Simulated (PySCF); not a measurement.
Isomers of CH13NOSi4.

All values: PBE0/pcSseg-1 (PySCF) at GFN2-xTB geometries, gas phase, one conformer each.

(1) Rank by HOMO–LUMO gap, highest first.
A. `[CH3:1][Si@:2]([OH:3])([SiH2:4][NH2:5])[SiH2:6][SiH3:7]` with C1–Si2–O3–H 56°, C1–Si2–Si4–N5 -86°, Si2–Si4–N5–H 53° and -171°, C1–Si2–Si6–Si7 72°
B. `[CH3:1][SiH2:2][Si@:3]([OH:4])([SiH3:5])[SiH2:6][NH2:7]` with C1–Si2–Si3–O4 -67°, Si2–Si3–O4–H -64°, Si2–Si3–Si6–N7 64°, Si3–Si6–N7–H -52° and 172°
C. `[CH3:1][SiH2:2][O:3][Si@@H:4]([NH2:5])[SiH2:6][SiH3:7]` with C1–Si2–O3–Si4 52°, Si2–O3–Si4–N5 -36°, O3–Si4–N5–H -44° and 177°, O3–Si4–Si6–Si7 -2°
D. `[CH3:1][Si@@H:2]([O:3][SiH3:4])[N:5]([SiH3:6])[SiH3:7]` with C1–Si2–O3–Si4 7°, C1–Si2–N5–Si6 51°

Answers

(1) D (7.46 eV), C (6.77 eV), A (6.42 eV), B (6.01 eV).

All values together:

```
                          SMILES  μ (D)  HOMO (eV)  LUMO (eV)  lowest IAO charge (e)  highest IAO charge (e)  lowest Hirshfeld charge (e)  highest Hirshfeld charge (e)
  C[SiH2][Si@](O)([SiH3])[SiH2]N   1.29      -7.18      -1.17             -0.846 (N)             +0.629 (Si)                   -0.324 (N)                   +0.279 (Si)
C[Si@@H](O[SiH3])N([SiH3])[SiH3]   0.91      -7.35       0.11             -1.052 (N)             +1.250 (Si)                   -0.351 (N)                   +0.448 (Si)
  C[SiH2]O[Si@@H](N)[SiH2][SiH3]   2.08      -7.31      -0.54             -0.886 (O)             +1.026 (Si)                   -0.321 (N)                   +0.409 (Si)
  C[Si@](O)([SiH2]N)[SiH2][SiH3]   1.51      -7.18      -0.76             -0.845 (N)             +0.759 (Si)                   -0.318 (N)                   +0.284 (Si)
```

Conformers: `[CH3:1][SiH2:2][Si@:3]([OH:4])([SiH3:5])[SiH2:6][NH2:7]` with C1–Si2–Si3–O4 -67°, Si2–Si3–O4–H -64°, Si2–Si3–Si6–N7 64°, Si3–Si6–N7–H -52° and 172°; `[CH3:1][Si@@H:2]([O:3][SiH3:4])[N:5]([SiH3:6])[SiH3:7]` with C1–Si2–O3–Si4 7°, C1–Si2–N5–Si6 51°; `[CH3:1][SiH2:2][O:3][Si@@H:4]([NH2:5])[SiH2:6][SiH3:7]` with C1–Si2–O3–Si4 52°, Si2–O3–Si4–N5 -36°, O3–Si4–N5–H -44° and 177°, O3–Si4–Si6–Si7 -2°; `[CH3:1][Si@:2]([OH:3])([SiH2:4][NH2:5])[SiH2:6][SiH3:7]` with C1–Si2–O3–H 56°, C1–Si2–Si4–N5 -86°, Si2–Si4–N5–H 53° and -171°, C1–Si2–Si6–Si7 72°.
